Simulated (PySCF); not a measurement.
## Computed data sheet: `C#CC#CN=C=S` (isothiocyanate diacetylene)

Species: isothiocyanate diacetylene, C5HNS.
Structure used (PBE0-D3(BJ)/def2-TZVP), in Å, numbered top down from 1:
```xyz
8
C5HNS angstrom
C      3.1252    0.2471    0.6874
C      1.9475    0.2934    0.4253
C      0.6269    0.3453    0.1322
C     -0.5573    0.3947   -0.1319
N     -1.8034    0.4470   -0.4076
C     -2.9629    0.5028   -0.6683
S     -4.4842    0.5771   -1.0094
H      4.1632    0.2085    0.9194
```

Among its groups: alkyne.

PBE0-D3(BJ)/def2-TZVP geometry optimisation, gas phase (PySCF):

```yaml
Point_group: C∞v
Rotational_constant_B_linear: 0.598 GHz
```

**B97-2/pcSseg-2 ground state and GIAO shieldings, non-relativistic (PySCF)**

```yaml
Dipole_moment: 1.10 D
HOMO_energy: -6.87 eV
LUMO_energy: -2.05 eV
HOMO–LUMO_gap: 4.82 eV
13C_chemical_shifts_computed_TMS_as_zero_by_class: 119.7 (C6), 72.7 (C2), 67.2 (C1), 58.2 (C4), 40.3 (C3) ppm
1H_chemical_shifts_computed_TMS_as_zero_by_class: 1.19 (H8) ppm
Isotropic_shieldings_of_nuclei_other_than_C_and_H_by_class: 167 (N5), 742 (S7) ppm
```

Monoisotopic mass (most abundant isotopes): 106.9830 u.

B corresponds to 0.0199 cm⁻¹ and a moment of inertia of 845.2 u Å² (most abundant isotopes). Point group C∞v permits a dipole; with 1.10 D the species has a pure rotational spectrum. The dipole matches unit charges of opposite sign 0.23 Å apart (1 e·Å = 4.8032 D).

Isolated species at its PBE0-D3(BJ)/def2-TZVP geometry, gas phase.
